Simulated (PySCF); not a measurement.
## Computed properties of dimethyl(silyl)silane (C₂H₁₀Si₂), SMILES C[SiH](C)[SiH3]

dimethyl(silyl)silane (C2H10Si2), SMILES [SiH](C)(C)[SiH3]. Geometry: r2SCAN-D4/def2-SVP. One conformer was computed; it need not be the lowest. All values are computed for the isolated molecule unless a solvent is named; none is compared with measurement here.

**Structure.** The optimised structure has Cs symmetry. All 36 harmonic modes at r2SCAN-D4/def2-SVP (PySCF) are real, so it is a minimum. With heavy atoms numbered as in [SiH3:1][SiH:2]([CH3:3])[CH3:4], the shortest bond between them is Si2–C3 at 1.887 Å and the longest Si1–Si2 at 2.351 Å.

**Vibrations.** The strongest infrared lines (harmonic, unscaled, degenerate partners summed) lie at 834 cm⁻¹ (369 km/mol, H 80 %, C 10 %, Si 9 %), 2205 cm⁻¹ (129 km/mol, H 96 %), 2208 cm⁻¹ (101 km/mol, H 96 %). The softest mode is at 101 cm⁻¹ and the zero-point energy is 66.7 kcal/mol.

**Electronic structure.** PBE0/def2-TZVP (PySCF) places the frontier levels at -7.74 and 0.38 eV, a gap of 8.12 eV, and gives a dipole moment of 1.16 D and a mean polarisability of 83.3 bohr³. PBE/def2-TZVP (PySCF) at the same geometry gives -6.63 and -0.43 eV, so its gap is 1.92 eV narrower. An orbital gap is neither the optical nor the fundamental gap.

**Excitations.** TDA-ωB97X/def2-SVPD (PySCF) has S1 at 7.34 eV (169 nm, f = 0.043, weak); the most intense of the 10 singlets computed lies at 8.33 eV (f = 0.60). T1 (TDA) is at 6.41 eV, 0.93 eV under S1. TDA-PBE/def2-SVPD (PySCF) puts S1 at 6.40 eV. No vertical singlet excitation falls in the visible range (under 3.1 eV).

**NMR.** GIAO shifts at KT2/pcSseg-1 (PySCF) (non-relativistic, atoms alike by connectivity averaged): ¹³C at -1.4 ppm against TMS; ¹H from 0.6 to 4.6 ppm against TMS; ²⁹Si from -107.8 to -39.8 ppm against TMS.

**Solvation.** SMD-PBE0/6-31G* (PySCF) gives 3.3 kcal/mol in water, -0.5 kcal/mol in cyclohexanone, -1.6 kcal/mol in diethylether (1 M in both phases, gas-phase geometry); of these solvents diethylether holds the molecule best.
